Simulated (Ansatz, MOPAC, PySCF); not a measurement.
System: GeF (charge 0, doublet). SMILES: [Ge][F]
Coordinates optimised at B3LYP-D3(BJ)/def2-TZVP (Ansatz, a first-principles code):
```
F
Ge 1 1.7699
```
Charge 0, spin multiplicity 2.

Quantity: vertical electron affinity to the triplet, in eV. Conventions: no spin-orbit coupling; LANL2DZ with its own core potentials from Na on; 6-31G* and kin with 6d, 5d where marked; open shells spin-unrestricted; non-relativistic; each state is the SCF solution reached for its charge and spin; frozen cores in correlated levels (noble-gas shells and the d and f shells of earlier blocks). First-principles rows: single points at B3LYP-D3(BJ) geometries (Ansatz). Semi-empirical rows: differences of heats of formation at the shared geometry for vertical values. Anions need diffuse functions, which STO-3G, LANL2DZ, def2-SVP, cc-pVDZ and Pople sets without + lack.

```csv
level,program,vertical electron affinity to the triplet (eV)
PM3,MOPAC,2.77
HF/6-31G*,Ansatz,0.33
PBE/6-31G*,Ansatz,0.49
PBE/6-31G* with LANL2DZ past Ar,Ansatz,0.34
B3LYP/STO-3G,Ansatz,-4.77
B3LYP/6-31G*,Ansatz,0.53
B3LYP/6-31G* with LANL2DZ past Ar,Ansatz,0.34
M06-2X/6-31G* with LANL2DZ past Ar (5d),PySCF,0.21
MP2/6-31G* with LANL2DZ past Ar,Ansatz,-0.11
PBE/def2-TZVPD,Ansatz,0.75
wB97M-V/def2-TZVPD,Ansatz,0.67
```

No value to compare with is used here. The 9 habitual levels span -4.77 (B3LYP/STO-3G) to 2.77 eV (PM3); wB97M-V/def2-TZVPD gives 0.67.

The levels are drawn from those run, B3LYP/6-31G* more often than the rest, none by its result; runs whose electronic state is in doubt are left out.
